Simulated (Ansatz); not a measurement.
From B to In: the HOMO–LUMO gap

All atoms of one element are swapped for its congeners: B2H4F2 `[BH2-]1[F+][BH2-][F+]1`; Ga2H4F2 `[F+]1[GaH2-][F+][GaH2-]1`; In2H4F2 `[F+]1[InH2-][F+][InH2-]1`. The Al member is missing. All are singlets with charge 0.

Shapes, held fixed at every level: PBE0-D4/def2-TZVP. Programs: Ansatz 0.2.0. Values in eV.

```tsv
level	B2H4F2	Ga2H4F2	In2H4F2
B3LYP-D4/def2-TZVPP	8.61	7.51	7.04
BHLYP-D4/def2-TZVPP	11.53	10.00	9.33
PBE0-D4/def2-TZVPP	9.07	7.98	7.50
r2SCAN0-D4/def2-TZVPP	9.69	8.46	7.97
wB97M-V/def2-TZVPP	13.13	11.85	11.03
wB97X-V/def2-TZVPP	13.68	12.33	11.58
```

At wB97X-V/def2-TZVPP the HOMO–LUMO gap falls at every step, from 13.68 to 11.58 eV. Every level shows the same order. For atoms past krypton def2 sets carry core potentials with scalar relativity. Relativity is left out for Ga unless named. Orbital gaps aren't excitation energies, and the LUMO depends on the basis.
